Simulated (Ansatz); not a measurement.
GaH$_{5}$P$_{2}$ (`P[PH][GaH2]`), one more setting.

```yaml
crystal:
  periodic: [false, false, false]
  atoms:
    - {symbol: P, position_ang: [-0.729543, 0.271759, -0.929538]}
    - {symbol: P, position_ang: [0.486656, 1.285627, 0.649359]}
    - {symbol: Ga, position_ang: [0.961684, -1.021702, 0.514780]}
    - {symbol: H, position_ang: [-2.026310, 0.772094, -0.690246]}
    - {symbol: H, position_ang: [-0.400388, 1.041232, -2.065874]}
    - {symbol: H, position_ang: [-0.543337, 1.067390, 1.605885]}
    - {symbol: H, position_ang: [2.064757, -1.405023, -0.525316]}
    - {symbol: H, position_ang: [0.186491, -2.011378, 1.440942]}
basis:
  gaussian: {orbitals: cc-pVTZ-DK, fitting: {mean_field: cc-pVTZ-jkfit}}
hamiltonian: {xc: {name: B2PLYP}}
accuracy: high
output: {forces: true}
```

```sh
$ ansatz run in.yaml --threads 2 --pin off --events-out ev --progress --plain --max-ram 4352MiB
```

Output, abridged:

```
Functional definition: B2PLYP
599 factors; integrals over basis functions are off by at most 7.2e-1 eV
mean field evaluation 1: about -71576.7249 eV, gradient 1.5e1 eV
mean field evaluation 2: about -71576.7244 eV, gradient 1.5e1 eV
mean field evaluation 4: about -71577.3437 eV, gradient 1.8e0 eV
mean field evaluation 8: about -71577.3525 eV, gradient 3.3e-2 eV
mean field evaluation 16: about -71577.3525 eV, gradient 5.9e-6 eV
mean field -71577.35247032 eV, -2630.4191864122 hartree, gradient 4.8e-8 eV, S^2 0.000000; 0 other end points of the search recorded, 0 dependent functions left out
19 core orbitals not correlated: weight in the atoms' cores, before any rotation towards them, 1.000 or more for the frozen orbitals, at most 0.000 for the correlated occupied ones
reference -71577.35249754 eV, -2630.4191874126 hartree; 14, 14 occupied and 148, 148 virtual orbitals, 599 factors
second order -16.81481376 eV of doubles, -0.00000000 eV of singles
Total energy: -71581.89249726 eV, -2630.5860293248 hartree
Relativity: scalar
Atom 0 at    -0.729543     0.271759    -0.929538 Å, force    -0.296015    -0.006249    -0.338655 eV/Å
Atom 1 at     0.486656     1.285627     0.649359 Å, force     0.098602     0.095691     0.245744 eV/Å
Atom 2 at     0.961684    -1.021702     0.514780 Å, force     0.145266    -0.230896     0.073544 eV/Å
Atom 3 at    -2.026310     0.772094    -0.690246 Å, force     0.069978    -0.017421    -0.017771 eV/Å
Atom 4 at    -0.400388     1.041232    -2.065874 Å, force    -0.022164    -0.040319     0.061966 eV/Å
Atom 5 at    -0.543337     1.067390     1.605885 Å, force     0.053216     0.021622    -0.030013 eV/Å
Atom 6 at     2.064757    -1.405023    -0.525316 Å, force    -0.170195     0.042003     0.157199 eV/Å
Atom 7 at     0.186491    -2.011378     1.440942 Å, force     0.121311     0.135569    -0.152012 eV/Å
Dipole moment:    -0.219519     0.100942    -0.079893 e Å
```

Run time 24 s (2 threads of an Arm Neoverse V2 on a shared host); peak host memory 0.52 GiB.
